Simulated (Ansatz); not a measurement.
Steps of a relaxation of `N[Si@H](O)O[Si@@H](N)F` with RKS PBE0-D4/def2-TZVP.

```sh
$ ansatz run in.yaml --threads 2 --pin off --events-out ev --progress --plain --max-ram 32768MiB --backend cuda --devices 0, --max-vram 18GiB
```

```yaml
crystal:
  periodic: [false, false, false]
  atoms:
    - {symbol: N, position_ang: [-1.168570, 1.915040, 0.156440]}
    - {symbol: Si, position_ang: [-0.972790, 0.573640, -0.902660]}
    - {symbol: O, position_ang: [-2.405440, 0.094390, -1.483590]}
    - {symbol: O, position_ang: [-0.331930, -0.605690, 0.025520]}
    - {symbol: Si, position_ang: [0.889100, -0.969100, 0.995860]}
    - {symbol: N, position_ang: [2.258020, -1.377510, 0.051590]}
    - {symbol: F, position_ang: [1.357720, 0.337730, 1.813820]}
    - {symbol: H, position_ang: [-0.410400, 2.117310, 0.787450]}
    - {symbol: H, position_ang: [-1.562890, 2.770020, -0.198410]}
    - {symbol: H, position_ang: [-0.179900, 0.707650, -2.112690]}
    - {symbol: H, position_ang: [-3.110710, -0.141680, -0.886580]}
    - {symbol: H, position_ang: [0.351920, -1.889480, 1.978480]}
    - {symbol: H, position_ang: [2.143150, -2.000940, -0.729250]}
    - {symbol: H, position_ang: [3.142730, -1.531370, 0.504040]}
basis:
  gaussian: {orbitals: def2-TZVP}
hamiltonian: {xc: pbe0, dispersion: d4}
relax: {f_tol: 0.005, max_steps: 150}
```

Positions (Å) and forces (eV/Å) along the path, 11 of 31 steps:

```xyz
14
step=1 energy=-25656.4003 eV
N    -1.169    1.915    0.156    0.143   -0.252   -0.389
Si   -0.973    0.574   -0.903   -0.356    0.157    0.632
O    -2.405    0.094   -1.484   -0.299   -0.042   -0.428
O    -0.332   -0.606    0.026   -0.047   -0.047   -0.171
Si    0.889   -0.969    0.996    0.767    0.678   -0.207
N     2.258   -1.378    0.052   -0.428   -0.093    0.307
F     1.358    0.338    1.814   -0.149   -0.284   -0.039
H    -0.410    2.117    0.787    0.077    0.014    0.142
H    -1.563    2.770   -0.198   -0.074    0.076   -0.043
H    -0.180    0.708   -2.113    0.338    0.215   -0.330
H    -3.111   -0.142   -0.887   -0.113    0.019    0.206
H     0.352   -1.889    1.978    0.033   -0.413    0.376
H     2.143   -2.001   -0.729   -0.015   -0.046   -0.096
H     3.143   -1.531    0.504    0.122    0.020    0.040
14
step=8 energy=-25656.4798 eV
N    -1.090    1.895    0.053    0.004    0.004    0.003
Si   -1.000    0.508   -0.929    0.016   -0.013   -0.022
O    -2.487    0.069   -1.446   -0.005    0.006    0.048
O    -0.313   -0.653    0.000   -0.006    0.011   -0.020
Si    0.888   -0.984    1.027    0.000    0.006    0.035
N     2.269   -1.371    0.131    0.002   -0.034   -0.066
F     1.208    0.309    1.918   -0.017   -0.010   -0.007
H    -0.411    2.038    0.784    0.001    0.007    0.005
H    -1.457    2.765   -0.296    0.002   -0.006    0.004
H    -0.223    0.624   -2.182   -0.006    0.000    0.000
H    -3.174    0.061   -0.775   -0.003   -0.008   -0.027
H     0.439   -2.002    1.996    0.004    0.013   -0.002
H     2.191   -1.676   -0.826    0.042    0.024    0.080
H     3.161   -1.584    0.543   -0.035   -0.001   -0.032
14
step=10 energy=-25656.4819 eV
N    -1.054    1.887    0.049   -0.003   -0.023   -0.037
Si   -1.012    0.504   -0.946   -0.038    0.016    0.022
O    -2.518    0.074   -1.412    0.013    0.009    0.006
O    -0.301   -0.668   -0.049    0.045   -0.009   -0.007
Si    0.874   -0.984    1.013    0.009    0.013   -0.017
N     2.284   -1.361    0.157    0.043   -0.063   -0.058
F     1.141    0.318    1.909   -0.003   -0.005   -0.009
H    -0.355    2.015    0.763    0.005   -0.001    0.013
H    -1.420    2.764   -0.282   -0.007    0.003   -0.001
H    -0.282    0.625   -2.226   -0.007   -0.004    0.011
H    -3.188    0.049   -0.726    0.018    0.006   -0.004
H     0.423   -2.005    1.976    0.000   -0.003    0.000
H     2.255   -1.600   -0.822    0.000    0.038    0.123
H     3.152   -1.618    0.597   -0.076    0.024   -0.044
14
step=11 energy=-25656.4826 eV
N    -1.045    1.884    0.047    0.001   -0.019   -0.038
Si   -1.015    0.503   -0.951   -0.042    0.009    0.022
O    -2.526    0.075   -1.402    0.011    0.007   -0.001
O    -0.293   -0.672   -0.067    0.047    0.007   -0.005
Si    0.872   -0.984    1.008    0.014    0.014   -0.024
N     2.289   -1.365    0.166    0.022   -0.060   -0.052
F     1.126    0.323    1.903   -0.007   -0.009   -0.011
H    -0.345    2.006    0.761   -0.001    0.000    0.005
H    -1.411    2.763   -0.278   -0.001   -0.008    0.005
H    -0.301    0.626   -2.240   -0.003    0.000    0.016
H    -3.191    0.050   -0.711    0.017    0.007    0.002
H     0.416   -2.002    1.971    0.006   -0.003    0.000
H     2.276   -1.571   -0.820    0.003    0.032    0.130
H     3.149   -1.635    0.614   -0.066    0.022   -0.050
14
step=14 energy=-25656.4871 eV
N    -1.065    1.867    0.067   -0.049    0.069   -0.017
Si   -1.018    0.524   -0.977    0.019   -0.073    0.011
O    -2.530    0.064   -1.392    0.002    0.004    0.044
O    -0.217   -0.659   -0.167    0.027    0.097    0.011
Si    0.888   -0.954    0.977    0.119   -0.041   -0.007
N     2.299   -1.492    0.213   -0.186    0.034   -0.376
F     1.148    0.411    1.787   -0.023   -0.053   -0.046
H    -0.354    1.995    0.769    0.009    0.003    0.000
H    -1.502    2.735   -0.199    0.042   -0.082    0.019
H    -0.347    0.711   -2.281   -0.010    0.001    0.013
H    -3.167    0.016   -0.675    0.018   -0.003   -0.034
H     0.378   -1.890    1.998    0.021    0.032   -0.033
H     2.363   -1.502   -0.799    0.049   -0.006    0.443
H     3.125   -1.826    0.678   -0.037    0.017   -0.028
14
step=17 energy=-25656.4966 eV
N    -1.094    1.858    0.081   -0.003    0.029   -0.012
Si   -1.034    0.524   -0.977    0.070   -0.015    0.009
O    -2.538    0.033   -1.378   -0.072    0.034    0.051
O    -0.191   -0.638   -0.189   -0.008    0.029   -0.016
Si    0.901   -0.952    0.959   -0.060    0.002    0.039
N     2.281   -1.569    0.215    0.061   -0.014   -0.116
F     1.179    0.422    1.745    0.012    0.020   -0.021
H    -0.356    1.993    0.756   -0.023   -0.012   -0.007
H    -1.510    2.731   -0.199   -0.009   -0.008    0.007
H    -0.384    0.742   -2.288   -0.007   -0.016    0.016
H    -3.191    0.042   -0.673    0.058   -0.028   -0.035
H     0.388   -1.863    1.996   -0.015   -0.014    0.006
H     2.461   -1.420   -0.765    0.009   -0.007    0.088
H     3.087   -1.902    0.716   -0.014   -0.002   -0.007
14
step=24 energy=-25656.5077 eV
N    -1.137    1.867    0.112   -0.018    0.013    0.008
Si   -1.036    0.592   -1.013    0.041    0.002   -0.019
O    -2.525    0.001   -1.337   -0.007    0.006    0.009
O    -0.044   -0.527   -0.349   -0.011   -0.034    0.012
Si    0.932   -0.899    0.883   -0.014    0.053   -0.036
N     2.282   -1.696    0.260    0.024   -0.026   -0.008
F     1.292    0.492    1.606    0.005   -0.003    0.030
H    -0.369    2.054    0.738    0.004   -0.009   -0.011
H    -1.679    2.693   -0.077   -0.005   -0.004    0.006
H    -0.497    0.914   -2.350   -0.006    0.004   -0.003
H    -3.101   -0.135   -0.583   -0.004   -0.006    0.002
H     0.283   -1.712    1.928    0.008    0.008   -0.008
H     2.633   -1.502   -0.663   -0.013    0.004    0.012
H     2.966   -2.142    0.846   -0.005   -0.006    0.006
14
step=25 energy=-25656.5087 eV
N    -1.143    1.864    0.119   -0.014    0.016    0.005
Si   -1.034    0.601   -1.019    0.009   -0.003   -0.005
O    -2.518   -0.004   -1.335   -0.002    0.008    0.003
O    -0.025   -0.512   -0.369    0.012   -0.017    0.001
Si    0.938   -0.887    0.873   -0.017    0.028   -0.011
N     2.280   -1.710    0.267    0.001   -0.012   -0.002
F     1.312    0.501    1.593    0.004   -0.003    0.007
H    -0.367    2.064    0.730   -0.001   -0.003   -0.005
H    -1.710    2.678   -0.052    0.006   -0.011    0.004
H    -0.510    0.941   -2.358    0.002   -0.004    0.005
H    -3.085   -0.156   -0.577   -0.001   -0.006    0.002
H     0.271   -1.684    1.919    0.000    0.004   -0.003
H     2.641   -1.530   -0.654    0.002    0.008   -0.014
H     2.950   -2.166    0.862    0.000   -0.006    0.013
14
step=28 energy=-25656.5099 eV
N    -1.161    1.848    0.147   -0.005    0.000   -0.006
Si   -1.029    0.622   -1.030    0.002   -0.008   -0.003
O    -2.501   -0.021   -1.332    0.000    0.005    0.002
O     0.031   -0.472   -0.429    0.003    0.006    0.007
Si    0.951   -0.854    0.843   -0.003   -0.009   -0.012
N     2.264   -1.754    0.283    0.012   -0.007    0.004
F     1.374    0.533    1.536   -0.002    0.016    0.003
H    -0.369    2.079    0.725    0.004    0.002    0.004
H    -1.772    2.637    0.014   -0.002   -0.001    0.002
H    -0.540    1.011   -2.367   -0.001    0.004   -0.003
H    -3.044   -0.222   -0.568    0.000   -0.001    0.000
H     0.230   -1.593    1.896    0.001   -0.005    0.003
H     2.665   -1.593   -0.626   -0.005   -0.002   -0.001
H     2.899   -2.222    0.906   -0.004   -0.001    0.000
14
step=30 energy=-25656.5101 eV
N    -1.168    1.844    0.155    0.002    0.002   -0.001
Si   -1.025    0.631   -1.033    0.001   -0.002    0.003
O    -2.491   -0.027   -1.333   -0.001    0.001    0.001
O     0.052   -0.454   -0.448   -0.001    0.001    0.000
Si    0.958   -0.841    0.834    0.002   -0.001    0.001
N     2.260   -1.767    0.290   -0.005    0.004    0.001
F     1.396    0.547    1.518    0.001   -0.002   -0.002
H    -0.373    2.088    0.725   -0.004    0.000   -0.002
H    -1.800    2.619    0.039    0.003   -0.004    0.000
H    -0.548    1.037   -2.370   -0.001    0.000    0.002
H    -3.025   -0.246   -0.567    0.002    0.000   -0.002
H     0.220   -1.560    1.890    0.002    0.000   -0.002
H     2.663   -1.628   -0.621   -0.001    0.001    0.002
H     2.882   -2.243    0.920   -0.001    0.000    0.000
14
step=31 energy=-25656.5101 eV
N    -1.170    1.843    0.157    0.001    0.000    0.001
Si   -1.025    0.632   -1.033    0.000    0.001    0.000
O    -2.490   -0.027   -1.334   -0.002   -0.001    0.002
O     0.054   -0.453   -0.449   -0.003    0.001   -0.001
Si    0.959   -0.839    0.833    0.004   -0.001    0.001
N     2.258   -1.769    0.291    0.000    0.000    0.002
F     1.401    0.549    1.513   -0.001   -0.002   -0.001
H    -0.375    2.089    0.726    0.000    0.001    0.000
H    -1.804    2.616    0.042    0.000   -0.001    0.000
H    -0.549    1.041   -2.370    0.001   -0.001    0.000
H    -3.023   -0.249   -0.568    0.001    0.000   -0.002
H     0.221   -1.554    1.890   -0.001    0.001    0.000
H     2.663   -1.632   -0.620    0.001    0.000    0.000
H     2.878   -2.247    0.922   -0.001    0.001   -0.002
```

Hardware: 2 threads of an AMD EPYC 7R13 on a shared host and a share of an NVIDIA H100 80 GB. Wall time 62 s, peak host memory 0.92 GiB.
